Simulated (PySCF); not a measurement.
Species: C2H7BrOSi2.
Geometry (PBE0-D3(BJ)/def2-SVP, Å), atoms numbered from 1 in this order:
```
atom  x, y, z in Å
Si1   -2.139    1.256    0.578
O2    -0.810    0.298    0.323
Si3   -0.116   -1.199    0.470
C4     1.684   -1.016    0.030
C5     2.168    0.175   -0.324
Br6    3.963    0.491   -0.788
H7    -2.593    1.143    1.996
H8    -1.758    2.666    0.283
H9    -3.256    0.839   -0.322
H10   -0.786   -2.169   -0.448
H11   -0.267   -1.702    1.870
H12    2.354   -1.883    0.059
H13    1.556    1.080   -0.374
```

Computed with PBE0-D3(BJ)/def2-SVP geometry optimisation, gas phase in PySCF.

Masses are those of the commonest isotopes; rigid-rotor values at the optimised geometry. The values belong to one conformer with, in the numbering `[SiH3:1][O:2][SiH2:3]/[CH:4]=[CH:5]/[Br:6]`, Si1–O2–Si3–C4 -171°, O2–Si3–C4–C5 0°.

Task: Give the principal moments of inertia and the rotational constants in MHz.

Result: Ia = 141.62, Ib = 1140.89, Ic = 1270.45 u·Å²; 505379 MHz·u·Å²/I gives A = 3569, B = 443.0, C = 397.8 MHz.

Task: What kind of rotor is it?

Result: A near-prolate asymmetric top. Ray's parameter κ = (2B − A − C)/(A − C) = -0.972; −1 is the prolate and +1 the oblate limit.

Task: What does the inertial defect say?

Result: Not planar: Δ = Ic − Ia − Ib = -12.06 u·Å². For a rigid frame Δ = −2 Σ m c², so Σ m c² = 6.03 u·Å² lies off the ab plane: 5.93 from hydrogen and 0.09 from heavier atoms. The atom farthest from that plane is 1.26 Å away.

Task: Give the other two planar moments, Paa and Pbb, and the rms extents of the mass along the axes.

Result: Paa = Σ m a² = (Ib + Ic − Ia)/2 = 1134.86 and Pbb = Σ m b² = (Ia + Ic − Ib)/2 = 135.59 u·Å². With the mass M = 181.92 u, the rms extents √(P/M) along a, b and c are 2.50, 0.86, 0.18 Å.

Task: Predict some low-J microwave lines.

Result: The dipole components are |μa| = 1.19 D, |μb| = 0.31 D, |μc| = 0.06 D. Intensities carry the squares of the components, which stand as 1.00 : 0.07 : 0.00 (a : b : c). Some of the stronger lines:

```
type  branch         J(Ka,Kc)    MHz  lower level (cm⁻¹)
   a       R  1(0,1) ← 0(0,0)    841               0.000
   a       R  2(1,2) ← 1(1,1)   1636               0.132
   a       R  2(0,2) ← 1(0,1)   1681               0.028
   a       R  2(1,1) ← 1(1,0)   1727               0.134
   a       R  3(1,3) ← 2(1,2)   2454               0.187
   a       R  3(0,3) ← 2(0,2)   2520               0.084
   a       R  3(2,2) ← 2(2,1)   2522               0.504
   a       R  3(2,1) ← 2(2,0)   2524               0.504
   a       R  3(1,2) ← 2(1,1)   2590               0.191
   b       R  2(1,2) ← 1(0,1)   4762               0.028
   b       R  3(2,2) ← 2(1,1)  11899               0.191
   b       R  3(2,1) ← 2(1,2)  12037               0.187
```

PBE0-D3(BJ)/def2-SVP frequencies: not computed here. These are rigid-rotor constants of the computed structure; measured ground-state constants (B0) also hold zero-point vibration. A rigid rotor knows nothing of internal rotation, which can split or shift real lines. Quadrupole hyperfine structure (79Br) is left out.

Hardware: Intel Xeon Platinum 8488C, one thread, no GPU, shared host with 96 logical CPUs at a one-minute load of 14. Cost: 3.9 min of wall time, 0.57 GiB resident at most. These figures are those of the optimisation.
